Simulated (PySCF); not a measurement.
# SMILES c1c(N)ccc(C=C)c1, C$_{8}$H$_{9}$N

Geometry:
```tsv
atom	x (Å)	y (Å)	z (Å)
C1	3.026	0.899	-1.044
C2	2.291	0.513	0.008
C3	0.859	0.206	0.040
C4	0.258	-0.187	1.245
C5	-1.095	-0.488	1.331
C6	-1.918	-0.408	0.195
N7	-3.252	-0.748	0.252
C8	-1.324	-0.015	-1.020
C9	0.027	0.283	-1.090
H10	2.599	1.029	-2.042
H11	4.094	1.099	-0.938
H12	2.798	0.405	0.974
H13	0.874	-0.257	2.146
H14	-1.526	-0.794	2.288
H15	-3.688	-0.740	1.164
H16	-3.845	-0.399	-0.488
H17	-1.942	0.053	-1.919
H18	0.446	0.586	-2.051
```

The calculation used PySCF 2.14.0, TDDFT CAM-B3LYP/aug-cc-pVDZ excited states, vertical, gas phase. Geometry: PBE0-D3(BJ)/def2-SVP.

**Question.** Give the one- and two-photon strengths of the lowest singlets.

**Answer.** δ for parallel linear polarisation; σ at the peak of a Lorentzian of half width 0.1 eV, single beam; Ω is circular over linear.
| state | E (eV) | f | photon λ (nm) | δ (au) | σ (GM) | Ω | main |
| --- | --- | --- | --- | --- | --- | --- | --- |
| S1 | 4.42 | 0.188 | 562 | 346 | 2.47 | 0.56 | HOMO→LUMO+1 0.47, HOMO→LUMO+4 0.29 |
| S2 | 4.67 | 0.087 | 531 | 90.1 | 0.72 | 1.26 | HOMO→LUMO 0.70, HOMO→LUMO+4 0.17 |
| S3 | 4.76 | 0.266 | 521 | 403 | 3.34 | 0.76 | HOMO→LUMO+1 0.46, HOMO→LUMO+4 0.35 |
| S4 | 5.26 | 0.013 | 472 | 82.8 | 0.84 | 1.22 | HOMO→LUMO+2 0.68, HOMO→LUMO+3 0.19 |
| S5 | 5.32 | 0.000 | 467 | 21.5 | 0.22 | 1.45 | HOMO→LUMO+3 0.69, HOMO→LUMO+2 0.21 |
| S6 | 5.76 | 0.001 | 430 | 141 | 1.71 | 1.26 | HOMO→LUMO+5 0.52, HOMO→LUMO+6 0.31 |

Among these, the strongest one-photon state is S3, the strongest two-photon state S3, with a dipole change of 2.1 D (relaxed, norm of the difference vector).
